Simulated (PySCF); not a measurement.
F₄V, doublet, at a GFN2-xTB geometry (such geometries of metal compounds can be far from the true shape) (the multiplicity is a formal guess). Base run: WB97X/3-21G in PySCF.

Here is a job for PySCF.
```python
from pyscf import gto, scf, dft

mol = gto.Mole()
mol.atom = '''
    V    -0.00000000    0.00000000    0.00000000
    F     0.75441976    0.94774271   -1.10596620
    F     0.39850250   -1.08701205    1.16194974
    F    -0.66330498   -1.06340261   -1.05817203
    F    -0.48961727    1.20267195    1.00218849
'''
mol.basis = '3-21g'
mol.spin = 1
mol.verbose = 4
mol.build()

mf = dft.UKS(mol)
mf.xc = 'wb97x'
mf.kernel()
mf.analyze()
```

Variants of this job, named by their change:

```json
[
 {"change": "base", "ΔE vs base (mEh)": "0.000", "grid points": "77952", "electrons on the grid": "59.00000"},
 {"change": "grids.radi_method = delley", "ΔE vs base (mEh)": "0.015", "grid points": "81552", "electrons on the grid": "59.00000"},
 {"change": "small_rho_cutoff = 0", "ΔE vs base (mEh)": "0.000", "grid points": "77952", "electrons on the grid": "59.00000"},
 {"change": "grids.atom_grid = (50, 194)", "ΔE vs base (mEh)": "0.577", "grid points": "32624", "electrons on the grid": "58.99994"},
 {"change": "grids.atom_grid = (30, 110)", "ΔE vs base (mEh)": "8.802", "grid points": "12264", "electrons on the grid": "59.00037"},
 {"change": "grids.level = 4", "ΔE vs base (mEh)": "0.029", "grid points": "146112", "electrons on the grid": "59.00000"},
 {"change": "grids.becke_scheme = stratmann", "ΔE vs base (mEh)": "0.000", "grid points": "77952", "electrons on the grid": "59.00001"},
 {"change": "grids.level = 0", "ΔE vs base (mEh)": "113.9", "grid points": "6768", "electrons on the grid": "58.97318"},
 {"change": "grids.atom_grid = (150, 974)", "ΔE vs base (mEh)": "0.026", "grid points": "392136", "electrons on the grid": "59.00000"},
 {"change": "grids.level = 1", "ΔE vs base (mEh)": "0.474", "grid points": "28760", "electrons on the grid": "58.99994"},
 {"change": "grids.level = 5", "ΔE vs base (mEh)": "0.045", "grid points": "221296", "electrons on the grid": "59.00000"}
]
```

Open shells are given as the SCF converged; they aren't shown to be the lowest states, and a large step between rows can be another state.
